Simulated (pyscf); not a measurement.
HO–SiH•–F, doublet

Gas-phase minimum from PySCF at ωB97X-D3(BJ)/def2-SVP, one conformer. Other isomers of HO–SiH•–F were not searched in full and may lie lower. 

```xyz
5

O     -0.0986    -0.7251    -0.4243
Si     1.1973     0.0641     0.2452
F      1.1566    -0.0752     1.8722
H     -0.9859    -0.4146    -0.2137
H      2.4091    -0.6576    -0.2495
```
Charge 0, spin multiplicity 2.

Bond lengths (Å): O1–Si2 1.658, O1–H4 0.963, Si2–F3 1.633, Si2–H5 1.495. Bond angles (°): Si2–O1–H4 118.6, O1–Si2–F3 110.0, O1–Si2–H5 105.7, F3–Si2–H5 108.0.

Properties at ωB97X-D3(BJ)/def2-SVP:

- Harmonic wavenumbers, unscaled: 234, 340, 697, 775, 828, 868, 942, 2210, 3930 cm⁻¹
- Zero-point energy: 15.5 kcal/mol
- Rotational symmetry number: 1
- Entropy of this conformer at 298 K and 1 atm, rigid rotor and harmonic oscillator, modes under 100 cm⁻¹ raised to 100: 280.2 J/(mol K)
- Dipole moment: 1.57 D
- Spin expectation value S2: 0.752

Single-point totals, which compare only within one level (frozen core for MP2 and CC):

```tsv
level	total energy (hartree)
ωB97X-D3(BJ)/def2-TZVP	-465.94092
PBE/def2-TZVP	-465.58378
r²SCAN/def2-TZVP	-465.80677
B3LYP-D3(BJ)/def2-TZVP	-465.93520
PBE0-D3(BJ)/def2-TZVP	-465.61093
M06-2X/def2-TZVP	-465.82587
ωB97M-D3(BJ)/def2-TZVP	-465.97811
UHF/def2-TZVPP	-464.56318
MP2/def2-TZVPP	-465.15521
CCSD/def2-TZVPP	-465.16736
CCSD(T)/def2-TZVPP	-465.18665
```

The CCSD(T) − MP2 part came from Ansatz, without density fitting, on the same reference.
